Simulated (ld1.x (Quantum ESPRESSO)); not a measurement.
## Pseudopotential generation for P: TM, PBE, non-relativistic.

Input for ld1.x (Quantum ESPRESSO) 7.5:

```
&input
   title='P', zed=15., rel=0, dft='PBE', iswitch=3,
   config='[Ne] 3s2 3p1',
   nld=2, rlderiv=1.75, eminld=-4.0, emaxld=5.0, deld=0.02
 /
 &inputp
   pseudotype=2, tm=.true., lloc=0,
   nlcc=.false.,
   file_pseudopw='P.UPF', file_wfcaegen='ae.wfc', file_wfcncgen='nc.wfc', file_beta='beta', file_chi='chi'
 /
2
3P  2  1   1.00   0.00  1.60  1.60  0.0
3S  1  0   2.00   0.00  1.50  1.50  0.0
 &test
   configts(1)='3s2 3p1'
 /
```

Command:

```bash
ld1.x < P.in > P.out
```

Resulting log (shortened: banner, matrices, multipoles, cross overlaps and the repeated all-electron block are left out):

```
Program LD1 v.7.5
     --------------------------- All-electron run ----------------------------

     P

     atomic number is 15.00
     dft =PBE   lsd =0 sic =0 latt =0  beta=0.20 tr2=1.0E-14
     Exchange-correlation= PBE
                           (   1   4   3   4   0   0   0)
     mesh =1147 r(mesh) = 101.18493 a.u. xmin = -7.00 dx = 0.01250
     1 Ry =  13.60569312 eV

     n l     nl                  e(Ry)          e(Ha)          e(eV)
     1 0     1S 1( 2.00)      -154.4950       -77.2475     -2102.0112
     2 0     2S 1( 2.00)       -14.4491        -7.2246      -196.5906
     2 1     2P 1( 6.00)       -10.8852        -5.4426      -148.1004
     3 0     3S 1( 2.00)        -2.4888        -1.2444       -33.8624
     3 1     3P 1( 1.00)        -1.7849        -0.8925       -24.2853

     final scf error:  8.8E-15 reached in  20 iterations

     Etot =    -679.971336 Ry,    -339.985668 Ha,   -9251.481329 eV

     Ekin =     679.115066 Ry,     339.557533 Ha,    9239.831187 eV
     Encl =   -1597.448688 Ry,    -798.724344 Ha,  -21734.396628 eV
     Eh   =     283.001926 Ry,     141.500963 Ha,    3850.437352 eV
     Exc  =     -44.639640 Ry,     -22.319820 Ha,    -607.353241 eV

     normalization and overlap integrals

     s(1S/1S) =  1.000000  <r> =   0.1040  <r2> =    0.0145  r(max) =   0.0684
     s(2S/2S) =  1.000000  <r> =   0.5210  <r2> =    0.3235  r(max) =   0.4187
     s(2P/2P) =  1.000000  <r> =   0.4848  <r2> =    0.2947  r(max) =   0.3559
     s(3S/3S) =  1.000000  <r> =   1.7479  <r2> =    3.5024  r(max) =   1.5173
     s(3P/3P) =  1.000000  <r> =   1.9719  <r2> =    4.5156  r(max) =   1.6769

     ------------------------ End of All-electron run ------------------------

     --------------------- Generating NC pseudopotential ---------------------

      Generating local pot.: lloc=0, matching radius rcloc =   1.5000

      Wfc   3P  rcut= 1.595  Using Troullier-Martins method

     ------------------- End of pseudopotential generation -------------------

     Computing logarithmic derivative in   1.75193
     Computing logarithmic derivative in   1.75193
     Computing the partial wave expansion
       no projector for channel:   0
     R is outside the sphere for l=    1 j= 0.00

     ---------------------- Testing the pseudopotential ----------------------

     P

     atomic number is 15.00   valence charge is  5.00
     dft =PBE   lsd =0 sic =0 latt =0  beta=0.20 tr2=1.0E-14
     mesh =1147 r(mesh) = 101.18493 xmin = -7.00 dx = 0.01250

     n l     nl             e AE (Ry)        e PS (Ry)    De AE-PS (Ry)
     1 0     3S   1( 2.00)       -2.48884       -2.48884       -0.00000
     2 1     3P   1( 1.00)       -1.78494       -1.78494       -0.00000

     eps = 3.2E-15  iter = 19

     Etot =    -679.971336 Ry,    -339.985668 Ha,   -9251.481329 eV
     Etotps =   -10.668103 Ry,      -5.334052 Ha,    -145.146941 eV

     Ekin =       3.076763 Ry,       1.538381 Ha,      41.861487 eV
     Encl =     -16.178146 Ry,      -8.089073 Ha,    -220.114894 eV
     Ehrt =       4.427351 Ry,       2.213676 Ha,      60.237179 eV
     Ecxc =      -1.809266 Ry,      -0.904633 Ha,     -24.616322 eV
     Epseu=      -0.184804 Ry,      -0.092402 Ha,      -2.514390 eV

     ---------------------- End of pseudopotential test ----------------------
```

Generation and configuration tests took about 0.78 s on one core of a shared server CPU.
